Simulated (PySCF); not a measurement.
An equivalent PySCF input for Ag⁺ (silver, charge +1), [Kr] 4d10, closed-shell 1S, with a scalar-relativistic core potential:

```python
from pyscf import gto, scf, dft, mp, cc
import basis_set_exchange as bse
txt = bse.get_basis("def2-SVP", elements=["Ag"], fmt="nwchem", header=False)
cut = txt.index("\nECP")
mol = gto.M(atom="Ag 0 0 0", charge=1, spin=0, symmetry="D2h",
            basis=gto.basis.parse(txt[:cut]),
            ecp={"Ag": gto.basis.parse_ecp(txt[cut:])})
mf = dft.UKS(mol, xc="TPSS")
mf.irrep_nelec = {'Ag': (3, 3), 'B1g': (1, 1), 'B2g': (1, 1), 'B3g': (1, 1), 'B1u': (1, 1), 'B2u': (1, 1), 'B3u': (1, 1)}
mf.kernel()
```

It reaches the same state as the run whose output follows, with an energy that differs only through the grid. The run itself started from symmetry-adapted Hartree-Fock orbitals and held the occupation by maximum overlap, on a logarithmic radial grid, so the iterations belong to that start.

```
SCF conv_tol = 1e-09
number electrons alpha = 9  beta = 9
XC functionals = TPSS
    J. Tao, J. P. Perdew, V. N. Staroverov, and G. E. Scuseria.,  Phys. Rev. Lett. 91, 146401 (2003)
    J. P. Perdew, J. Tao, V. N. Staroverov, and G. E. Scuseria.,  J. Chem. Phys. 120, 6898 (2004)
    J. Tao, J. P. Perdew, V. N. Staroverov, and G. E. Scuseria.,  Phys. Rev. Lett. 91, 146401 (2003)
    J. P. Perdew, J. Tao, V. N. Staroverov, and G. E. Scuseria.,  J. Chem. Phys. 120, 6898 (2004)
cycle= 1 E= -146.587387525593  delta_E= -0.00209  |g|= 0.0938  |ddm|= 0.212
cycle= 2 E= -146.585998137114  delta_E= 0.00139  |g|= 0.108  |ddm|= 0.183
cycle= 3 E= -146.591481724034  delta_E= -0.00548  |g|= 0.000179  |ddm|= 0.0991
cycle= 4 E= -146.591481740891  delta_E= -1.69e-08  |g|= 3.78e-05  |ddm|= 0.000235
cycle= 5 E= -146.591481741535  delta_E= -6.45e-10  |g|= 4.51e-07  |ddm|= 3.46e-05
converged SCF energy = -146.591481741535  <S^2> = 0  2S+1 = 1
```

Energies and moments cover only the electrons outside the core potential.
